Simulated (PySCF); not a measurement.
Re(O)3(OH), SMILES [O]=[Re](=[O])(=[O])[OH], CAM-B3LYP/def2-SVP optimised geometry.

```
6

Re    -0.58    -0.80     0.00
O     -1.11     0.80     0.00
O      1.11    -0.80     0.00
O     -1.11    -1.54    -1.43
O     -1.23    -1.69     1.46
H     -1.57    -2.16     2.23
```

Density from CAM-B3LYP/def2-TZVP, def2 effective core potentials past Kr (PySCF 2.14.0) at that geometry. The core electrons that the potentials of Re replace are not part of the density.

Minimum of the electron density along straight lines between bonded atoms, close to the bond critical point (lines longer than 1.1 times the sum of covalent radii, or with two minima, are not listed):

| bond | length / Å | ρ at the minimum / e bohr⁻³ | ∇²ρ there / e bohr⁻⁵ | position (fraction from the first atom) |
|---|---|---|---|---|
| O5–H6 | 0.959 | … | … | 0.82 |

Q: What belongs in the gaps?

A: 
- O5–H6, ρ at the minimum / e bohr⁻³: 0.342
- O5–H6, ∇²ρ there / e bohr⁻⁵: -2.45
